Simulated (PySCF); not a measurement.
Job for PySCF: R-HF/3-21G on CH4GeO2 (SMILES C[O][Ge][OH]), a point of a torsion scan.

```python
from pyscf import gto, scf, dft, mp
from pyscf.data.elements import chemcore

mol = gto.M(
    atom='''
    C    -1.13530039    0.23564094    0.20309723
    O    -0.07076701   -0.67162498    0.10617638
    Ge    1.36402294   -1.67069814    0.01618398
    O     2.14606818   -1.51891867    1.60142945
    H    -1.98410645   -0.24557557    0.69545676
    H    -0.84138404    1.11234503    0.78658600
    H    -1.44099561    0.55835772   -0.79578329
    H     1.93891981   -1.02568799    2.39205410
    ''',
    basis='3-21g',
    charge=0, spin=0, verbose=3, max_memory=1800)
mf = scf.RHF(mol)
mf.conv_tol = 1e-8
mf.max_cycle = 100
mf.kernel()
if not mf.converged:
    mf = mf.newton().run(mf.mo_coeff, mf.mo_occ)
```

Output:

```
converged SCF energy = -2254.27348766134
```

Self-consistency was reached.

Cost: about 0.4 core-seconds (a rough figure).
